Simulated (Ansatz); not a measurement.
Dissociation curve of AlH, singlet.

Method: Ansatz (a first-principles code) with full CI/aug-cc-pVTZ, frozen core.

**Question.** Relative to R = 1.66 Å, what are the energies at R = 1.23, 1.56, 2.74, 6.61 Å?

**Answer.** 168.5 kJ/mol at 1.23 Å, 5.4 kJ/mol at 1.56 Å, 169.0 kJ/mol at 2.74 Å, 302.6 kJ/mol at 6.61 Å.
